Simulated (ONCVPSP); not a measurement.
Before and after: ONCV potential for P

P (Z = 15), optimised norm-conserving Vanderbilt (ONCV), made with ONCVPSP 4.0.1 (LDA (Perdew-Wang 92), scalar-relativistic). Core [Ne], reference 3s2 3p2.5 (charge +0.5). Waves: 3s: rc 1.60 bohr, ncon 4, nbas 8, qcut 4.7 1/bohr, 2 projectors, debl 1.9 Ha; 3p: rc 1.90 bohr, ncon 5, nbas 8, qcut 4.3 1/bohr, 2 projectors, debl 3.1 Ha. Local part: polynomial inside 1.55 bohr (lpopt 5, dvloc0 0 Ha). Core correction: polynomial model core, fcfact 0.35.

All-electron outer shells of the reference configuration (LDA (PZ), scalar-relativistic, ld1.x):

| shell | level (eV) | outermost node (bohr) | outermost maximum (bohr) |
| --- | --- | --- | --- |
| 2s | -178.14 | 0.14 | 0.42 |
| 2p | -129.52 | – | 0.35 |
| 3s | -18.47 | 0.66 | 1.56 |
| 3p | -9.76 | 0.64 | 1.79 |

Change: s: rc 1.82.

Cutoffs: the cutoffs (Ha) at which the residual kinetic energy of the hardest occupied pseudo-wave falls to 1 and 0.1 mHa per electron; they do not see the model core or the augmentation charge, which bear on the density cutoff. Errors are all-electron minus pseudo energies relative to the spin-unpolarised reference configuration.

Question: What does the change do?

Answer: The potential gets softer (10 Ha and 29 Ha → 9.2 Ha and 19 Ha); of the 4 tests that both files solve, the error grows in 2 and shrinks in 0 by more than 15 % and 0.3 meV (median size 0.4 → 1.3 meV); neither file shows a bound ghost. A larger radius leaves more room for a smooth pseudo-wave, so fewer plane waves are needed.

| quantity | base | changed |
| --- | --- | --- |
| cutoff, loose | 10 Ha | 9.2 Ha |
| cutoff, tight | 29 Ha | 19 Ha |
| loose cutoff by channel | s 10 Ha, p 4.9 Ha | s 9.2 Ha, p 4.9 Ha |
| bound ghosts | none | none |
| GHOST(+) flags under 300 eV | none | s at 157.6 eV |
| error for 3s2 3p3, meV [ΔE -3.82 eV] | +0.5 | +0.6 |
| error for 3s2 3p2, meV [ΔE 6.00 eV] | +0.3 | +0.4 |
| error for 3s2 3p1, meV [ΔE 25.24 eV] | +9.1 | +11 |
| error for 3s1 3p4, meV [ΔE 4.68 eV] | -0.1 | -2.1 |
| p: phases at 1.93 bohr within 0.05 rad from the reference energy up to (Ha; the scan ends near 5) | to the end of the scan | to the end of the scan |
| rms error of d²Exc/dni dnj with the model core, mHa | 0.49 | 0.38 |
